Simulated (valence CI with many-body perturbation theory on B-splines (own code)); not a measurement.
**E1 transitions of Pt⁴⁷⁺**

Method: configuration interaction combined with many-body perturbation theory (CI+MBPT): three valence electrons over a frozen Dirac-Fock core [Ar] 3d10, radial functions for each j: 11 s, 11 p, 10 d, 8 f, 5 g, 2 h, with the one-electron correlation potential Σ1, the two-electron term Σ2, the three-electron term Σ3, Breit, model QED; selected CI, second order for the rest, scaled by the run's own slope (own B-spline code, finite nucleus).

No measured spectrum was set against this ion. As an estimate, large intervals hold to a few tenths of a per cent, small ones and those within an open d or f shell to about a per cent.

Lines 51 to 100 of 554 in falling wavelength, among levels below 7707.6 × 10³ cm⁻¹, chosen from the strongest by gf and those to the six lowest levels. Wavelengths and rates use the calculated energies. Electric multipoles are in the length gauge, E1 and E2 with the static RPA response of the core. Weak lines are less certain than strong ones. Lines between different terms over intervals too small for the method are left out, as are lines whose strength nearly cancels. Where a level lies close to another of its J and parity, the split of strength between their lines is uncertain. The highest levels of a list are the least certain.

Levels are named by their leading jj configuration (3d3/2^4 stands for four electrons in 3d with j = 3/2), which in mixed levels can hold well under half, so a name can repeat and another be missing. Letters in brackets count levels of one name in rising energy.

```csv
λ vac (Å),Upper,Lower,A (s⁻¹),log gf,Branch %
103.3,(4p1/2^2 4p3/2) J=3/2,(4s 4p1/2 4p3/2) J=5/2,7.30e+10,-0.33,15.0
100.9,(4p1/2 4p3/2 4d5/2) J=9/2,(4s 4p3/2 4d5/2) J=9/2,3.31e+10,-0.30,6.7
100.6,(4p1/2 4p3/2 4d3/2) J=5/2 [b],(4s 4p3/2 4d3/2) J=7/2,5.18e+10,-0.33,2.4
96.00,(4p1/2^2 4p3/2) J=3/2,(4s 4p1/2 4p3/2) J=3/2 [a],1.90e+10,-0.98,3.9
85.42,(4s 4p1/2 4d3/2) J=3/2 [a],(4s 4p1/2 4p3/2) J=3/2 [b],1.91e+10,-1.08,26.2
80.97,(4s 4p1/2 4d3/2) J=5/2,(4s 4p1/2 4p3/2) J=3/2 [b],1.78e+09,-1.98,4.1
78.49,(4s 4p1/2 4d3/2) J=3/2 [a],(4s 4p1/2 4p3/2) J=5/2,6.80e+09,-1.60,9.4
75.38,(4p1/2 4d3/2 4d5/2) J=9/2,(4p1/2 4p3/2 4d5/2) J=9/2,5.02e+10,-0.37,20.4
74.72,(4s 4p1/2 4d3/2) J=5/2,(4s 4p1/2 4p3/2) J=5/2,2.71e+10,-0.87,61.6
74.19,(4s 4p1/2 4d3/2) J=3/2 [a],(4s 4p1/2 4p3/2) J=3/2 [a],7.08e+09,-1.63,9.8
74.16,(4s 4p1/2 4d3/2) J=1/2,(4s 4p1/2 4p3/2) J=3/2 [b],3.33e+09,-2.26,0.2
73.49,(4s 4p1/2 4d3/2) J=3/2 [b],(4s 4p1/2 4p3/2) J=3/2 [b],1.22e+10,-1.40,0.7
70.81,(4s 4p1/2 4d3/2) J=5/2,(4s 4p1/2 4p3/2) J=3/2 [a],1.94e+09,-2.06,4.4
70.68,(4s^2 4d3/2) J=3/2,(4s^2 4p3/2) J=3/2,8.48e+09,-1.60,0.5
68.37,(4s 4p1/2 4d5/2) J=5/2 [a],(4s 4p1/2 4p3/2) J=3/2 [b],4.06e+09,-1.77,1.0
68.30,(4s 4p1/2 4d3/2) J=3/2 [b],(4s 4p1/2 4p3/2) J=5/2,1.65e+09,-2.34,0.1
67.04,(4s 4d5/2 4f7/2) J=11/2,(4s 4p3/2 4f7/2) J=9/2 [b],2.19e+11,0.25,47.5
66.46,(4s 4d5/2 4f7/2) J=7/2,(4s 4d5/2^2) J=5/2,7.27e+10,-0.41,10.2
66.36,(4s 4p1/2 4f7/2) J=5/2,(4s 4p1/2 4d5/2) J=3/2,1.81e+11,-0.15,46.3
66.35,(4p1/2 4d3/2 4d5/2) J=9/2,(4p1/2 4p3/2 4d3/2) J=7/2,4.38e+10,-0.54,17.8
66.30,(4s 4p1/2 4f7/2) J=7/2 [b],(4s 4p1/2 4d5/2) J=5/2 [b],1.29e+11,-0.17,46.7
66.10,(4s 4p3/2 4f7/2) J=5/2 [a],(4s 4p3/2 4d5/2) J=3/2 [a],8.10e+10,-0.50,15.1
66.02,(4s 4d5/2 4f7/2) J=7/2,(4s 4d5/2^2) J=7/2,6.17e+10,-0.49,8.7
65.96,(4s 4p3/2 4f7/2) J=7/2 [a],(4s 4p3/2 4d5/2) J=5/2 [a],6.99e+10,-0.44,19.5
65.76,(4s 4d5/2 4f5/2) J=7/2 [b],(4s 4p3/2 4f5/2) J=5/2 [b],8.55e+10,-0.35,8.8
65.62,(4s 4p3/2 4f7/2) J=9/2 [b],(4s 4p3/2 4d5/2) J=7/2 [b],6.81e+10,-0.36,7.0
65.54,(4s 4p1/2 4d3/2) J=1/2,(4s 4p1/2 4p3/2) J=3/2 [a],9.95e+09,-1.89,0.6
65.45,(4s^2 4f7/2) J=7/2,(4s^2 4d5/2) J=5/2,1.38e+11,-0.15,49.1
65.37,(4s 4d3/2 4f7/2) J=7/2 [a],(4s 4d3/2 4d5/2) J=5/2 [a],1.21e+11,-0.21,8.7
65.11,(4p1/2 4p3/2 4d5/2) J=3/2 [a],(4p1/2 4p3/2^2) J=3/2,1.21e+11,-0.51,12.9
65.08,(4s 4p1/2 4f7/2) J=7/2 [a],(4s 4p1/2 4d5/2) J=5/2 [a],1.79e+11,-0.04,89.6
65.07,(4s 4d5/2 4f5/2) J=9/2 [b],(4s 4p3/2 4f7/2) J=9/2 [b],4.64e+10,-0.53,4.6
65.02,(4s 4p1/2 4d3/2) J=3/2 [b],(4s 4p1/2 4p3/2) J=3/2 [a],2.32e+10,-1.23,1.3
64.90,(4s 4d3/2 4f7/2) J=5/2 [a],(4s 4d3/2 4d5/2) J=3/2 [a],1.36e+11,-0.29,9.1
64.81,(4p1/2^2 4f7/2) J=7/2,(4p1/2^2 4d5/2) J=5/2,1.84e+11,-0.03,55.5
64.81,(4s 4d5/2 4f7/2) J=5/2,(4s 4d5/2^2) J=5/2,1.90e+11,-0.14,17.1
64.80,(4s 4d3/2 4f7/2) J=5/2 [b],(4s 4d3/2 4d5/2) J=3/2 [b],1.07e+11,-0.39,6.3
64.80,(4p1/2 4p3/2 4d5/2) J=5/2 [a],(4p1/2 4p3/2^2) J=5/2,1.35e+11,-0.29,16.1
64.73,(4s 4d5/2 4f5/2) J=5/2 [b],(4s 4p3/2 4f5/2) J=5/2 [b],9.56e+10,-0.44,10.8
64.73,(4p1/2 4p3/2 4f7/2) J=7/2 [b],(4p1/2 4p3/2 4d5/2) J=5/2 [a],1.07e+11,-0.27,12.0
64.66,(4s 4p1/2 4f7/2) J=9/2,(4s 4p1/2 4d5/2) J=7/2,1.60e+11,0.00,86.6
64.61,(4p1/2 4p3/2 4f7/2) J=7/2 [a],(4p1/2 4p3/2 4d5/2) J=7/2 [a],1.11e+11,-0.26,17.2
64.60,(4s 4d3/2 4f7/2) J=9/2 [b],(4s 4d3/2 4d5/2) J=7/2 [b],1.19e+11,-0.13,9.8
64.55,(4s 4d3/2 4f7/2) J=11/2,(4s 4d3/2 4d5/2) J=9/2,1.40e+11,0.02,12.8
64.46,(4s 4p3/2 4f7/2) J=5/2 [b],(4s 4p3/2 4d5/2) J=3/2 [b],2.66e+11,0.00,22.9
64.45,(4s 4p1/2 4d5/2) J=3/2,(4s 4p1/2 4p3/2) J=1/2,1.79e+11,-0.35,32.4
64.26,(4s 4d5/2^2) J=3/2,(4s 4p3/2 4d5/2) J=3/2 [b],1.59e+11,-0.40,15.7
64.25,(4s 4d3/2 4f7/2) J=9/2 [a],(4s 4d3/2 4d5/2) J=7/2 [a],1.54e+11,-0.02,11.1
64.22,(4s 4p3/2 4f7/2) J=7/2 [c],(4s 4p3/2 4d5/2) J=5/2 [b],5.35e+11,0.42,39.1
64.22,(4s 4p3/2 4f7/2) J=5/2 [a],(4s 4p3/2 4d5/2) J=5/2 [a],1.20e+11,-0.35,22.3
```
